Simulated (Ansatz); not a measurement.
CH₆OS₂Si, SMILES `OC([SiH3])(S)S`, relaxed with RKS PBE0-D4/def2-TZVP in the Gaussian-basis code of Ansatz from a PBE-D4/def2-SVP geometry. The force threshold is 0.005 eV/Å; the program also tests the step.

The species carries charge 0 and has multiplicity 1.

Start:

```xyz
11

O     0.767   -1.070   -0.814
C     0.133    0.085   -0.288
Si   -0.448   -0.253    1.533
S    -1.386    0.524   -1.267
S     1.395    1.419   -0.216
H     0.039   -1.625   -1.164
H    -0.903    1.008    2.213
H     0.702   -0.866    2.272
H    -1.588   -1.232    1.456
H    -0.717    0.999   -2.358
H     2.007    1.013   -1.367
```

(1) By how much does the energy fall, and how many steps does the optimiser take? (Best estimate.)

(2) Which bonds change most? (Best estimate.)

(3) Give the relaxed structure. (Estimate.)

Results:

(1) Computed: 5.71 kJ/mol, in 16 steps, 1 of them rejected.

(2) Ansatz gave: C2–S4 from 1.860 to 1.821 Å; C2–S5 from 1.838 to 1.802 Å; S4–H10 from 1.366 to 1.345 Å; Si3–H7 from 1.503 to 1.483 Å.

(3) Computed: 
```xyz
11

O     0.735   -1.136   -0.795
C     0.164    0.050   -0.276
Si   -0.449   -0.254    1.522
S    -1.297    0.560   -1.235
S     1.462    1.295   -0.175
H     0.008   -1.685   -1.111
H    -0.911    1.007    2.151
H     0.673   -0.847    2.285
H    -1.574   -1.220    1.422
H    -0.634    1.006   -2.318
H     1.822    1.223   -1.470
```
